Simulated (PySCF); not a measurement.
**How methods differ on the excitation energy of N²⁺**

N²⁺ [He] 2s2 2p1 (2P) → N²⁺ [He] 2s1 2p1 3s1 (4P), as a difference of total energies. All numbers are calculated (PySCF 2.14, no relativity, point nucleus, in dyall-av2z). Correlated levels: valence: 1s2 frozen; virtual orbitals above 40 to 60 times the deepest correlated orbital energy dropped. The calculations carry no spin-orbit coupling.

```csv
method,excitation energy (eV)
UHF,33.653
MP2 (valence),34.861
SCS-MP2 (valence),35.213
CCSD (valence),35.469
CCSD(T) (valence),35.488
CCSDT (valence),35.493
```

Problem. How much does correlation contribute at CCSD(T) (valence)?

Solution. 35.488 − (33.653) = 1.835 eV, measured against UHF.

The promoted electron is Rydberg-like, and one or two diffuse shells describe it only roughly, which tends to raise the upper state.
